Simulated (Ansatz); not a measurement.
Program: Ansatz. Geometries: PBE0-D4/def2-TZVP. ΔE: electronic, gas phase. CBS: MP2 limit from def2 TZ/QZ plus the TZ coupled-cluster correction, frozen cores. This one scheme is used for every species. Functionals use def2-TZVPP. B3LYP here is the variant with VWN-RPA as its local correlation; programs differ in this. HSE06 is defined as in plane-wave codes. One conformer a species, not always the lowest.

`FB(F)OP` + `N=CF` → `F/C=N/P` + `OB(F)F`  (ligand exchange at a P–O bond)

```
             level  ΔE (kcal/mol)  difference from CCSD(T)/CBS
       LDA (SPW92)           -1.6                         -1.6
            PBE-D4           -1.1                         -1.1
         revPBE-D4           -1.5                         -1.5
           BLYP-D4            0.5                          0.5
         r2SCAN-D4           -0.4                         -0.4
            B97M-V            0.4                          0.4
           PBE0-D4           -1.0                         -1.0
        r2SCANh-D4           -0.4                         -0.4
        r2SCAN0-D4           -0.4                         -0.4
          HSE06-D4           -1.0                         -1.0
          BHLYP-D4            1.1                          1.1
      CAM-B3LYP-D4            1.1                          1.1
           ωB97M-V            0.6                          0.6
            B2PLYP            0.2                          0.2
          PBE-QIDH           -1.0                         -1.0
               PBE           -1.0                         -1.0
            revPBE           -1.0                         -1.0
              BLYP            0.7                          0.7
            r2SCAN           -0.4                         -0.4
              PBE0           -0.9                         -0.9
             B3LYP            0.7                          0.7
           r2SCANh           -0.4                         -0.4
           r2SCAN0           -0.4                         -0.4
             HSE06           -1.0                         -1.0
             BHLYP            1.1                          1.1
         CAM-B3LYP            1.1                          1.1
           LC-ωPBE            0.0                          0.0
RPA@PBE/def2-TZVPP            0.8                          0.8
       HF/def2-SVP            1.3                          1.3
      MP2/def2-SVP           -1.3                         -1.3
     CCSD/def2-SVP            0.3                          0.3
  CCSD(T)/def2-SVP           -0.2                         -0.2
     HF/def2-TZVPP            2.0                          2.0
    MP2/def2-TZVPP           -1.2                         -1.2
SCS-MP2/def2-TZVPP            0.0                          0.0
   CCSD/def2-TZVPP            0.6                          0.6
CCSD(T)/def2-TZVPP            0.0                          0.0
SCS-MP2/def2-QZVPP            0.0                          0.0
      HF/CBS(def2)            2.3                          2.3
    CCSD/CBS(def2)            0.5                          0.5
       CCSD(T)/CBS            0.0                            0
```

Largest T1 diagnostic among the species: 0.014.

Leaving LDA and LC-ωPBE aside and taking each functional with its dispersion term where it has one, the values spread over 2.6 kcal/mol, from revPBE-D4 to BHLYP-D4. In def2-TZVPP, CCSD(T) changes the Hartree–Fock value by −2.0 kcal/mol (the triples alone add −0.5 kcal/mol) and MP2 by −3.2 kcal/mol.
